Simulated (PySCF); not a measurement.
Bonding in `C/C(=P\CC(F)(F)F)C(F)(F)F`

Compound: C5H5F6P.
Atom-mapped SMILES: `[CH3:1]/[C:2](=[P:3]\[CH2:4][C:5]([F:6])([F:7])[F:8])[C:9]([F:10])([F:11])[F:12]` (hydrogens: H13, H14, H15 on C1; H16, H17 on C4)

Structure used (GFN2-xTB), in Å, numbered top down from 1:
```xyz
17
C5H5F6P angstrom
C      1.264   -1.349    0.040
C      1.156    0.142    0.025
P     -0.195    1.145    0.023
C     -1.544   -0.166    0.071
C     -2.872    0.535   -0.074
F     -3.091    1.406    0.921
F     -3.908   -0.318   -0.074
F     -2.946    1.229   -1.218
C      2.465    0.857   -0.019
F      3.214    0.506   -1.080
F      2.314    2.190   -0.081
F      3.227    0.609    1.064
H      0.534   -1.795    0.712
H      2.261   -1.646    0.360
H      1.100   -1.754   -0.960
H     -1.443   -0.882   -0.747
H     -1.543   -0.697    1.026
```

Bond orders from the PBE0/pcSseg-1 density (PySCF). Isolated species at its GFN2-xTB geometry (one conformer only).

**Question.** Where do the orders between heavy atoms depart from those drawn in the SMILES?

**Answer.** The largest departure is 0.219, at C2–P3 (drawn double, 1.781).

**Question.** Set the Mayer orders of the bonds beside their lengths.

**Answer.** 
```json
{"bond": "C1–C2", "drawn as": "single", "length (Å)": "1.495", "Mayer order": "0.990"}
{"bond": "C2–P3", "drawn as": "double", "length (Å)": "1.682", "Mayer order": "1.781"}
{"bond": "P3–C4", "drawn as": "single", "length (Å)": "1.882", "Mayer order": "0.882"}
{"bond": "C4–C5", "drawn as": "single", "length (Å)": "1.509", "Mayer order": "1.028"}
{"bond": "C5–F6", "drawn as": "single", "length (Å)": "1.340", "Mayer order": "0.999"}
{"bond": "C5–F7", "drawn as": "single", "length (Å)": "1.341", "Mayer order": "1.007"}
{"bond": "C5–F8", "drawn as": "single", "length (Å)": "1.341", "Mayer order": "1.001"}
{"bond": "C2–C9", "drawn as": "single", "length (Å)": "1.492", "Mayer order": "1.006"}
{"bond": "C9–F10", "drawn as": "single", "length (Å)": "1.346", "Mayer order": "1.003"}
{"bond": "C9–F11", "drawn as": "single", "length (Å)": "1.343", "Mayer order": "0.997"}
{"bond": "C9–F12", "drawn as": "single", "length (Å)": "1.346", "Mayer order": "0.995"}
{"bond": "C1–H13", "drawn as": "single", "length (Å)": "1.088", "Mayer order": "0.950"}
{"bond": "C1–H14", "drawn as": "single", "length (Å)": "1.088", "Mayer order": "0.948"}
{"bond": "C1–H15", "drawn as": "single", "length (Å)": "1.092", "Mayer order": "0.938"}
{"bond": "C4–H16", "drawn as": "single", "length (Å)": "1.092", "Mayer order": "0.918"}
{"bond": "C4–H17", "drawn as": "single", "length (Å)": "1.093", "Mayer order": "0.912"}
```

By pair of heavy elements: C–C: lowest C1–C2 (0.990, 1.495 Å), highest C4–C5 (1.028, 1.509 Å); in 2 of the 3 pairs the longer bond (by over 0.003 Å) has the higher order (by 0.02 or more). C–P: lowest P3–C4 (0.882, 1.882 Å), highest C2–P3 (1.781, 1.682 Å). C–F: all 6 within 0.02 of one another (0.995 to 1.007).

**Question.** Sum the orders of all bonds at each heavy atom with more than one neighbour and set the sums beside the valence in the SMILES.

**Answer.** C1 3.826 (drawn 4), C2 3.777 (drawn 4), P3 2.663 (drawn 3), C4 3.740 (drawn 4), C5 4.035 (drawn 4), C9 4.001 (drawn 4). Orders between atoms that aren't bonded are not in these sums.

The Mayer order sums products of elements of PS (density times overlap matrix) between the two atoms' basis functions, so it depends on the basis set.
